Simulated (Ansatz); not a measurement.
Cartesian coordinates in Å:
```
C -1.303 -0.061 1.291
B 0.051 -0.529 0.657
S 0.545 -2.260 0.622
C 1.040 0.487 0.009
Si 0.605 0.759 -1.803
H -2.051 -0.847 1.410
H -1.750 0.764 0.728
H -1.088 0.337 2.291
H -0.553 -2.794 1.180
H 0.968 1.470 0.488
H 2.086 0.165 0.029
H 1.445 1.843 -2.378
H 0.829 -0.485 -2.584
H -0.824 1.153 -1.941
```

Total charge 0; spin multiplicity 1.

(1) List the ωB97M-V/def2-TZVPP orbital energies in eV (the Gaussian-basis code of Ansatz). (Estimate.)

## Answers

(1) Ansatz gave: Occupied: -2426.71, -1806.86, -280.89, -280.83, -220.72, -188.25, -163.83, -163.72, -163.69, -147.94, -102.05, -102.04, -102.04, -23.83, -22.42, -21.98, -17.30, -15.75, -14.91, -14.04, -13.90, -13.09, -12.48, -11.78, -11.64, -11.16, -10.92, -9.94. Lowest empty: 1.38, 1.80, 2.72, 2.82, 3.04, 3.08, 3.67, 3.76.
